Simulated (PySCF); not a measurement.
# Exercise with solution: oscillator strength and radiative lifetime

Al(H)(Me)(OEt) (C3H9AlO), SMILES CC[O][AlH][CH3].

Geometry: PBE0-D3(BJ)/def2-SVP. One conformer was computed; it need not be the lowest.

TDA-LC-ωPBE/def2-SVPD in PySCF 2.14.0 puts the first singlet state with f over 0.02 at 7.50 eV (vertical), with the transition dipole (0.193, -0.016, 0.556) in atomic units.

Question: Find the oscillator strength, the wavelength and the radiative lifetime that this transition would have in vacuum if emission retraced absorption.

Answer: 
|μ|² = 0.3466 au, so |μ| = 1.50 D. ΔE = 7.50/27.211 = 0.2756 hartree. f = (2/3) ΔE |μ|² = 0.064 (the program prints 0.064).
λ = 1239.84/7.50 = 165 nm; ν = 60492 cm⁻¹.
Einstein's coefficient A = 0.6670 ν² f s⁻¹ (ν in cm⁻¹) = 1.6e8 s⁻¹, so τ = 1/A = 6.4 ns. This state is S3; the lower singlets have f = 0.006, 0.003. The figure is the radiative limit of this one transition; relaxation, internal conversion, crossing to triplets and a medium change what is measured.
